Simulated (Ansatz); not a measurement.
The cluster Ca2Te2. The state is a quintet with charge 0. Geometry PBE-D4/def2-SVP; atoms count from 1.

Cartesian coordinates in Å:
```
Ca 1.3520 1.2447 1.2023
Ca -0.9305 -0.6032 -1.8955
Te 1.2995 -1.6551 0.0299
Te -1.7209 1.0136 0.6633
```

In the def2 sets Te takes a core potential; there is no spin–orbit coupling. The geometry of the quintet was relaxed on an unsound state (an occupied level 0.13 eV above an empty one). At PBE0-D4/def2-TZVP a singlet of charge 0 lies 4.01 eV below the quintet, each at its own geometry. The structure comes from a short search, and lower isomers may exist.

(1) Estimate the Mulliken populations from the PBE0/def2-TZVP orbitals of Ansatz.

(2) Where does the spin sit?

(3) And the Mayer bond orders between bonded heavy atoms (over 0.3)?

## Answers

(1) 
```
atom  charge (e)  spin (α − β)
 Ca1        0.42          0.97
 Ca2        0.42          0.97
 Te3       -0.42          1.03
 Te4       -0.42          1.03
```
Mulliken values and Mayer orders depend strongly on the basis.

(2) Summed by element: Ca 1.93, Te 2.07, of 4 unpaired in all. Largest on single atoms: Te4 1.03, Te3 1.03, Ca1 0.97.

(3) Ca1–Te3 0.49 (3.13 Å); Ca1–Te4 0.49 (3.13 Å); Ca2–Te3 0.49 (3.13 Å); Ca2–Te4 0.49 (3.13 Å).
